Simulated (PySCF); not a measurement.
Species: `c1n(C)cpc1C=C`. The columns A, B, C and D hold Mulliken, IAO, Hirshfeld and ESP-fitted charges (e) of one PBE0/pcSseg-1 density (PySCF), in a shuffled order. Coordinates in Å (GFN2-xTB); the density's dipole moment is (-3.30, 2.57, -0.31) D.

```
atom       x       y       z       A       B       C       D
  C1   3.292  -0.556  -0.349  -0.112  -0.325  -0.373  -0.148
  C2   2.227   0.233  -0.421  -0.057  -0.131  -0.212  -0.114
  C3   0.884  -0.179  -0.078  -0.090  -0.242  +0.180  -0.545
  C4  -0.211   0.643  -0.178  -0.027  -0.104  -0.400  +0.288
  N5  -1.373   0.055   0.183  +0.004  -0.035  +0.290  -0.578
  C6  -2.638   0.739   0.187  -0.046  -0.311  -0.419  -0.047
  C7  -1.209  -1.229   0.576  -0.085  -0.329  -0.288  -0.143
  P8   0.411  -1.789   0.512  +0.011  +0.242  -0.172  +0.365
  H9   3.200  -1.579  -0.018  +0.036  +0.147  +0.184  +0.125
 H10   4.277  -0.214  -0.614  +0.045  +0.151  +0.162  +0.112
 H11   2.326   1.259  -0.755  +0.043  +0.141  +0.159  +0.086
 H12  -0.215   1.668  -0.508  +0.054  +0.153  +0.211  +0.096
 H13  -2.734   1.356  -0.707  +0.058  +0.160  +0.164  +0.128
 H14  -2.726   1.384   1.067  +0.054  +0.157  +0.157  +0.135
 H15  -3.449   0.013   0.204  +0.062  +0.163  +0.147  +0.126
 H16  -2.070  -1.794   0.887  +0.047  +0.162  +0.210  +0.115
```

Task: Which column most likely holds the ESP-fitted charges?

Result: C. Σ q r misses the density's dipole by 0.05 D (C), 1.54 D (A), 1.91 D (B), 3.06 D (D). Charges fitted to the outside potential are the only set here that is tied to the molecule's multipoles.

Task: And the Hirshfeld charges?

Result: A. The mean sizes are 0.052 e (A), 0.185 e (B), 0.197 e (D), 0.233 e (C), and Hirshfeld charges are commonly the smallest of these schemes.

As computed, A = Hirshfeld, B = IAO, C = ESP-fitted, D = Mulliken. Hydrogens on carbon: Hirshfeld +0.04 to +0.06, IAO +0.14 to +0.16, ESP-fitted +0.15 to +0.21, Mulliken +0.09 to +0.13 e.

The Mulliken scheme gives each basis function's population to the atom it is centred on and halves the overlap population of two atoms between them. The Hirshfeld scheme divides the density at each point in proportion to the densities of the neutral, spherically averaged free atoms.

Geometry: GFN2-xTB, one conformer, isolated molecule. GFN2-xTB frequencies show an imaginary mode (30i cm⁻¹), so this geometry is no minimum at that level.

Conformer computed: `[CH2:1]=[CH:2][c:3]1[cH:4][n:5]([CH3:6])[cH:7][p:8]1`: C1–C2–C3–C4 -179°.
